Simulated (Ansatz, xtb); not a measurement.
System: TaH, charge 0, multiplicity 3. The spin state was set by rule; other spins were not relaxed. SMILES: [TaH]
Coordinates optimised at B3LYP-D3(BJ)/def2-TZVP (Ansatz, an electronic-structure program):
```
Ta
H 1 1.7464
```
Charge 0, spin multiplicity 3.

Harmonic wavenumbers from GFN2-xTB (xtb, at its own minimum), cm⁻¹: 1395.

Q: Give the harmonic wavenumbers at B3LYP-D3(BJ)/def2-TZVP (Ansatz, finite differences of forces, unscaled).

A: 1851 cm⁻¹. Zero-point energy 2.6 kcal/mol.

Q: From these and the geometry, give the ideal-gas thermochemistry at 298.15 K and 1 atm (rigid rotor, harmonic oscillator).

A: Point group C∞v, rotational symmetry number 1. Rotational constants 165.3, 165.3 GHz. S(trans) 41.50, S(rot) 9.19, S(vib) 0.00, S(elec, spin only) 2.18, S 52.9 cal/(mol K). H(298) - H(0) 2.07 kcal/mol; G - E(el) -11.0 kcal/mol.
